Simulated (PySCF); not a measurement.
Q: What does the PBE0-D3(BJ)/def2-SVP structure of `[CH3][Al]([Br])[Br]` look like in three dimensions?

A: 
Z-matrix in Å and degrees, rows numbered from 1:
```
C 
Al  1  1.9349
Br  2  2.2534  1  122.92
Br  2  2.2529  1  120.90  3  -179.84
H   1  1.1001  2  112.23  3    -4.97
H   1  1.1022  2  110.50  3  -126.41
H   1  1.1027  2  110.06  3   115.71
```

Al2 (aluminium bonded to 2 Br and C) is planar (angles 122.9°, 120.9° and 116.2°, sum 360.0°, 0.00 Å off the plane of its three neighbours). The 4 heavy atoms lie in one plane (0.001 Å rms).

The calculation used PBE0-D3(BJ)/def2-SVP geometry optimisation, gas phase (PySCF).

Point group: near Cs, missed by 0.13 Å at most; the miss may be what the optimiser left on a soft mode. No PBE0-D3(BJ)/def2-SVP frequencies stand behind this structure, so it isn't proved a minimum.

On Arm Neoverse V1, one thread, shared host with 32 logical CPUs at a one-minute load of 33, this took 40 s and 0.47 GiB of memory at its peak. These figures are those of the optimisation.
